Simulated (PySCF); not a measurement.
Ionisation energy of Bi⁶³⁺ by level of theory

Bi⁶³⁺ [Ar] 3d2 [3d3/2^2, M_J = 2] → Bi⁶⁴⁺ [Ar] 3d1 [3d3/2^1, M_J = 3/2], as a difference of total energies. All numbers are calculated (PySCF 2.14, the two-component X2C-1e Hamiltonian, in an uncontracted even-tempered set (15 s from 21 bohr⁻², ratio 2.8; 12 p from 27 bohr⁻², ratio 2.8; 8 d from 27 bohr⁻², ratio 2.8; 3 f from 84 bohr⁻², ratio 3)). Correlated levels: [Ne] frozen; the 72 highest virtual spinors dropped. "Screened" scales the spin-orbit matrix elements by Boettger's factors to mimic the two-electron term; Breit and QED terms are absent.

```csv
method,ionisation energy (eV)
GHF (spin-free),6909.5
GMP2 (spin-free),6908.9
GHF (screened spin-orbit),6981.7
GMP2 (screened spin-orbit),6981.4
```

Breit and QED terms and the two-electron picture change are absent.

The spin-free rows relax to the high-spin LS determinant and lack the spin-orbit shift.

The labels give the starting determinants; with spin-orbit coupling the two ends relaxed to ⟨J²⟩ = 6.00, ⟨L²⟩ = 10.10, ⟨S²⟩ = 1.56 and ⟨J²⟩ = 3.75, ⟨L²⟩ = 6.10, ⟨S²⟩ = 0.85.

For comparison: 6977 ± 19 eV (theoretical estimate listed by NIST; NIST Atomic Spectra Database, ionization energies).
